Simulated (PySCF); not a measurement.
Run record: geometry optimisation, `F[Se](F)(F)F`.

Method: PBE0-D3(BJ)/def2-SVP geometry optimisation, gas phase (PySCF 2.14.0). Start geometry: GFN2-xTB. A driver script takes a list of jobs; this job's settings line and coordinates (Å) are shown.

Input:
```
{"job": {"xc": "PBE0", "basis": "def2-SVP", "d3": "d3bj", "grid": 1, "maxiter": 30, "kind": "geom"}, "charge": 0, "multiplicity": 1}
F      0.754772    -1.455322     0.111879
Se     0.040987     0.030304    -0.560465
F     -0.770805     1.441647     0.158886
F      1.435616     0.751022     0.277856
F     -1.451949    -0.764798    -0.005341
```

**Question.** Estimate the output.

**Answer.** 
```
step   0  E = -2799.58490524  max force = 0.045614
step   1  E = -2799.58610400  max force = 0.033430
step   2  E = -2799.58811086  max force = 0.003333
step   3  E = -2799.58820683  max force = 0.002319
step   4  E = -2799.58828606  max force = 0.001104
step   5  E = -2799.58874914  max force = 0.004369
step   6  E = -2799.58914558  max force = 0.003171
step   7  E = -2799.58994088  max force = 0.004741
step   8  E = -2799.59073457  max force = 0.003584
step   9  E = -2799.59402558  max force = 0.009892
step  10  E = -2799.59191188  max force = 0.020924
step  11  E = -2799.59722474  max force = 0.008536
step  12  E = -2799.59788382  max force = 0.004425
step  13  E = -2799.59817071  max force = 0.000976
step  14  E = -2799.59821824  max force = 0.000467
step  15  E = -2799.59822091  max force = 0.000263
optimisation converged
```

Energies in Eh; «max force» is the largest Cartesian gradient component in Eh/bohr.

**Question.** Give the first gradient maximum in eV/Å.

**Answer.** With 1 Eh/bohr = 51.422 eV/Å, 2.346 eV/Å.

**Question.** At which steps does the energy rise by more than 1e-5 Eh?

**Answer.** At step 10 (+2.11 mEh).

In short: final energy -2799.59822 Eh after 15 steps; dipole 1.97 D.

**Question.** Give the final coordinates.

**Answer.** 0.472 Å rms from the input after alignment:
```
atom  x, y, z in Å
F1    -0.2269    1.7375   -0.4284
Se2    0.0061   -0.0235   -0.5088
F3     0.2392   -1.7679   -0.2554
F4    -1.3061   -0.1452    0.5826
F5     1.2953    0.2018    0.5932
```

The run took 45 s of wall time on one thread of an Arm Neoverse V2, on a shared host, and the process peaked at 0.37 GiB of memory.
Labels such as C1 count atoms from 1, the log's own numbers from 0.
